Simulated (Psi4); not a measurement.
HSZn, charge +1, singlet, at a GFN2-xTB geometry (such geometries of metal compounds can be far from the true shape); PBE/def2-TZVP run with Psi4.

The Psi4 input:
```
memory 2 GB

molecule mol {
1 1
  Zn   -0.361328   -0.651429   -0.264407
  S     0.586257    1.186349    0.418261
  H     1.459715    0.561274    1.240021
}

set basis def2-tzvp
set reference rks
set df_basis_scf cc-pvqz-jkfit

energy('pbe')
print_variables()
```

It wrote (shortened):

```
   => Loading Basis Set <=

    Name: DEF2-TZVP
    Role: ORBITAL
    Keyword: BASIS

         ---------------------------------------------------------
                                   SCF
               by Justin Turney, Rob Parrish, Andy Simmonett
                          and Daniel G. A. Smith
                              RKS Reference
         ---------------------------------------------------------

  ==> Geometry <==

    Molecular point group: cs
    Full point group: Cs

    Geometry (in Angstrom), charge = 1, multiplicity = 1:

       Center              X                  Y                   Z               Mass
    ------------   -----------------  -----------------  -----------------  -----------------
         ZN          -0.408004712714    -0.620127226752     0.000000000000    63.929142010000
         S            0.754259084286     1.221210269177     0.000000000000    31.972071174400
         H            1.952884707345     0.594924594156     0.000000000000     1.007825032230

  Running in cs symmetry.

  Rotational constants: A =      9.53141  B =      0.16283  C =      0.16009 [cm^-1]
  Rotational constants: A = 285744.40718  B =   4881.51734  C =   4799.52461 [MHz]
  Nuclear repulsion =  128.891007403519353

  Charge       = 1
  Multiplicity = 1
  Electrons    = 46
  Nalpha       = 23
  Nbeta        = 23

  ==> Algorithm <==

  SCF Algorithm Type is DF.
  DIIS enabled.
  MOM disabled.
  Fractional occupation disabled.
  Guess Type is SAD.
  Energy threshold   = 1.00e-06
  Density threshold  = 1.00e-06
  Integral threshold = 1.00e-12

  ==> Primary Basis <==

  Basis Set: DEF2-TZVP
    Blend: DEF2-TZVP
    Number of shells: 33
    Number of basis functions: 91
    Number of Cartesian functions: 103
    Spherical Harmonics?: true
    Max angular momentum: 3

  ==> DFT Potential <==

   => LibXC <=

    Version 7.1.2
    S. Lehtola, C. Steigemann, M. J. T. Oliveira, and M. A. L. Marques,  SoftwareX 7, 1–5 (2018) (10.1016/j.softx.2017.11.002)

   => Composite Functional: PBE <=

    PBE GGA Exchange-Correlation Functional

    J.P. Perdew et. al., Phys. Rev. Lett., 77(18), 3865-3868, 1996

    Deriv               =              1
    GGA                 =           TRUE
    Meta                =          FALSE

    Exchange Hybrid     =          FALSE
    MP2 Hybrid          =          FALSE

   => Exchange Functionals <=

    1.0000     XC_GGA_X_PBE

   => Correlation Functionals <=

    1.0000     XC_GGA_C_PBE

   => LibXC Density Thresholds  <==

    XC_GGA_C_PBE:  1.00E-12
    XC_GGA_X_PBE:  1.00E-15

   => Molecular Quadrature <=

    Radial Scheme          =       TREUTLER
    Pruning Scheme         =           NONE
    Nuclear Scheme         =       TREUTLER

    Blocking Scheme        =         OCTREE
    BS radius alpha        =              1
    Pruning alpha          =              1
    Radial Points          =             75
    Spherical Points       =            302
    Total Points           =          65119
    Total Blocks           =            560
    Max Points             =            256
    Max Functions          =             90
    Weights Tolerance      =       1.00E-15

Traceback (most recent call last):
  File "psi4", line 375, in <module>
  File "<string>", line 25, in <module>
  File "site-packages/psi4/driver/driver.py", line 533, in energy
  File "site-packages/psi4/driver/procrouting/proc.py", line 2760, in run_scf
  File "site-packages/psi4/driver/procrouting/proc.py", line 1939, in scf_helper
  File "site-packages/psi4/driver/procrouting/proc.py", line 1462, in scf_wavefunction_factory
  File "site-packages/psi4/driver/p4util/python_helpers.py", line 169, in _pybuild_basis
  File "site-packages/psi4/driver/qcdb/libmintsbasisset.py", line 722, in pyconstruct
  File "site-packages/psi4/driver/qcdb/libmintsbasisset.py", line 976, in construct

psi4.driver.qcdb.exceptions.BasisSetNotFound: BasisSet::construct: Unable to find a basis set for atom 1 for key JKFIT among:
  Shell Entries: ['ZN']
  Basis Sets: [('CC-PVQZ-JKFIT', 'CC-PVQZ-JKFIT', None)]
  File Path: tmpiosfuoun, tmpiosfuoun, basis
  Input Blocks:

Printing out the relevant lines from the Psithon --> Python processed input file:
    ""","mol")
    core.IO.set_default_namespace("mol")
    core.set_global_option("BASIS", "def2-tzvp")
    core.set_global_option("REFERENCE", "rks")
    core.set_global_option("DF_BASIS_SCF", "cc-pvqz-jkfit")
--> energy('pbe')
    print_variables()

!----------------------------------------------------------------------------------!
!                                                                                  !
!  BasisSet::construct: Unable to find a basis set for atom 1 for key JKFIT among: !
!   Shell Entries: ['ZN']                                                          !
!   Basis Sets: [('CC-PVQZ-JKFIT', 'CC-PVQZ-JKFIT', None)]                         !
!   File Path: tmpiosfuoun,      !
!     tmpiosfuoun,               !
!     basis                                          !
!   Input Blocks:                                                                  !
!                                                                                  !
!----------------------------------------------------------------------------------!

QcdbException BasisSetNotFound: BasisSet::construct: Unable to find a basis set for atom 1 for key JKFIT among:
  Shell Entries: ['ZN']
  Basis Sets: [('CC-PVQZ-JKFIT', 'CC-PVQZ-JKFIT', None)]
  File Path: tmpiosfuoun, tmpiosfuoun, basis
  Input Blocks:
```

The program refused the input.
